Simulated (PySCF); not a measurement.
Computed shifts of a molecule C4H4Cl2, PBE/pcSseg-1 run with PySCF, GIAO, gas phase, atoms alike by connectivity averaged where their shifts nearly agree, in ppm (number of nuclei): ¹³C: 212.6 (1), 128.3 (1), 109.9 (1), 30.5 (1). ¹H: 6.77 (1), 2.47 (3). References: ¹³C against TMS (σ = 182.0 ppm); ³⁵Cl against HCl (σ = 936.5 ppm); ¹H against TMS (σ = 31.49 ppm), references at their B3LYP-D3(BJ)/def2-TZVP geometries, non-relativistic (without spin–orbit terms, shifts of atoms bonded to Cl or Br come out too high). Coordinates come from a B3LYP-D3(BJ)/def2-SVP optimisation. Other conformers were not sampled.

**Question.** Which molecule gave these data?
A) Cl/C=C\C=C/Cl
B) CC(Cl)=C=CCl
C) C=C=C(Cl)CCl
D) ClC1=C(Cl)CC1

**Answer.** B, CC(Cl)=C=CCl
